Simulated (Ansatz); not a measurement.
One change: `BNC(C)F` becomes `CC(F)[SiH2]N`.

Ansatz, PBE0-D4/def2-TZVP geometries, multiplicity 1. Each molecule was computed in one conformer, which needn't be the lowest.

```csv
property,`BNC(C)F`
size of the dipole moment (B3LYP/def2-TZVPP) / D,2.10
size of the dipole moment (PBE/def2-TZVPP) / D,2.10
HOMO energy (PBE0/def2-TZVPP) / eV,-8.73
HOMO–LUMO gap (PBE0/def2-TZVPP) / eV,8.55
HOMO energy (B3LYP/def2-TZVPP) / eV,-8.48
HOMO energy (ωB97M-V/def2-TZVPP) / eV,-11.11
```

Question: Give the same properties after the change, and the shifts. (Estimate.)

Answer: Ansatz gave: 
```tsv
property	`CC(F)[SiH2]N`	shift
size of the dipole moment (B3LYP/def2-TZVPP) / D	2.87	0.77
size of the dipole moment (PBE/def2-TZVPP) / D	2.77	0.67
HOMO energy (PBE0/def2-TZVPP) / eV	-7.32	1.41
HOMO–LUMO gap (PBE0/def2-TZVPP) / eV	7.67	-0.88
HOMO energy (B3LYP/def2-TZVPP) / eV	-7.12	1.36
HOMO energy (ωB97M-V/def2-TZVPP) / eV	-9.65	1.46
```

With PBE0 the HOMO rises by 1.41 eV and the LUMO rises by 0.53 eV, so the gap narrows by about 0.88 eV. PBE moves the HOMO by 1.46 eV and ωB97M-V by 1.46 eV. Dipoles are sizes alone; their direction can turn.

B3LYP here is the variant with VWN-RPA as its local correlation; programs differ in this.
